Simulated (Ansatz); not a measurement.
Problem. Predict a relaxed structure of B3P2, charge 0, doublet, at PBE-D4/def2-SVP (Ansatz).

Solution. 
Cartesian coordinates in Å:
```
B 0.033 -1.109 0.440
B 0.393 0.387 -0.363
B -1.071 0.086 0.520
P 1.606 -1.070 -0.391
P -0.961 1.706 -0.206
```
Point group C2v (tolerance 0.1 Å). This is one stationary point.

The relaxation made no stability test and no search for a lower SCF solution. The structure comes from a short search, and lower isomers may exist.
